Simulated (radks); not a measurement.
All-electron atom: Ir4+ in [Xe] 4f14 5d5 (the NIST ground configuration). Calculated with a radial shooting solver on a logarithmic mesh with Libxc functionals: scalar-relativistic Kohn-Sham, r2SCAN, spin-polarised, spherical densities, finite nucleus; open shells are filled with parallel spins first (spin-orbit coupling, left out, can overturn this in heavy ions); meta-GGA in the generalised Kohn-Sham scheme; Fermi nuclear charge, rms radius 5.4032 fm.

Unscreened Slater integrals over Kohn-Sham orbitals (cm^-1). They are taken over the spin-up orbitals.

F0(5d,5d): 134860
F2(5d,5d): 71568
F4(5d,5d): 47921
F0(5d,5p): 150780
F2(5d,5p): 76406
G1(5d,5p): 92483
G3(5d,5p): 57614
F0(5d,4f): 172000
F2(5d,4f): 41939
F4(5d,4f): 19865
G1(5d,4f): 14520
G3(5d,4f): 13485
G5(5d,4f): 10738
F0(5d,5s): 156920
G2(5d,5s): 61388
F0(5p,5p): 175970
F2(5p,5p): 95349
F0(5p,4f): 215830
F2(5p,4f): 67776
G2(5p,4f): 27060
G4(5p,4f): 22536
F0(5p,5s): 187030
G1(5p,5s): 125410
F0(4f,4f): 375820
F2(4f,4f): 185020
F4(4f,4f): 117460
F6(4f,4f): 84913
F0(4f,5s): 240980
G3(4f,5s): 34451
F0(5s,5s): 201270

Derived for the open shells (J is the average intra-shell exchange parameter used in DFT+U). 5d: Racah B = F2/49 - 5 F4/441 = 917.2 cm^-1, C = 35 F4/441 = 3803 cm^-1, C/B = 4.15, F4/F2 = 0.670, J = (F2 + F4)/14 = 8535 cm^-1.
